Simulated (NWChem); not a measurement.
**Correlation energy of H2As**

```xyz
3

As     0.0000     0.0000    -0.0614
H     -1.0888     0.0000     1.0131
H      1.0888     0.0000     1.0131
```
Charge 0, spin multiplicity 2.

Everything below was run with NWChem. All single points use one geometry, from UPBE0/def2-SVP, a minimum by its harmonic frequencies.

Basis set: 6-31G*. Each correlation energy counts from its own Hartree-Fock reference.

```tsv
method	correlation energy (mHa)
CCSD(T) on ROHF	-254.3
CCSD(T) on UHF	-250.3
CCSD[T] on ROHF	-254.7
UMP2	-236.1
CCSD on UHF	-246.2
CCSD[T] on UHF	-250.6
SCS-UMP2	-221.4
CCSDT on ROHF	-254.6
CCSD on ROHF	-250.1
```

The values span 33.3 mHa, from CCSD[T] on ROHF (lowest) to SCS-UMP2 (highest). 

The Hamiltonian is non-relativistic. The correlated methods keep 9 core orbitals frozen. The Pople sets run with spherical d functions. The structure started from a generated list of species. The unpaired electrons of the parent sit in orbitals of symmetry b2 (C2v labels of the run); other states weren't searched. The stability of the SCF solutions was not checked. Open-shell Hartree-Fock references start from PBE0 orbitals. No row is a measurement; the coupled-cluster row has its own basis-set and correlation limits.
